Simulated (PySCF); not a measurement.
Al(I)2(Me) (CH3AlI2), SMILES [CH3][Al]([I])[I].

Geometry: PBE-D3(BJ)/def2-SVP. The structure was generated by enumeration; whether it is a known compound was not checked. The def2 effective core potentials stand for the cores of I; spin–orbit coupling is left out.

The numbers are results of PBE-D3(BJ)/def2-SVP (PySCF 2.14.0), not measurements.

Frequencies are harmonic and unscaled.

A small imaginary wavenumber (i) marks a very flat motion, where grid noise or a shallow saddle decides the sign.

| mode | ν (cm⁻¹) | IR (km/mol) | moving atoms (share of kinetic energy) |
|---|---|---|---|
| 1 | 23i | 0.0 | H 98 % |
| 2 | 74 | 0.9 | I 82 %, Al 12 % |
| 3 | 125 | 1.4 | C 54 %, H 31 %, I 14 % |
| 4 | 150 | 4.7 | Al 71 %, H 16 %, C 10 % |
| 5 | 247 | 11.8 | Al 36 %, I 32 %, C 26 % |
| 6 | 396 | 111.6 | Al 82 %, I 12 % |
| 7 | 627 | 26.8 | H 72 %, C 19 %, Al 9 % |
| 8 | 652 | 58.4 | C 40 %, Al 38 %, H 22 % |
| 9 | 683 | 113.2 | H 74 %, C 19 % |
| 10 | 1154 | 8.3 | H 80 %, C 20 % |
| 11 | 1366 | 0.4 | H 96 % |
| 12 | 1368 | 4.4 | H 95 % |
| 13 | 2972 | 0.2 | H 97 % |
| 14 | 3069 | 0.3 | H 91 %, C 9 % |
| 15 | 3091 | 0.5 | H 91 %, C 9 % |
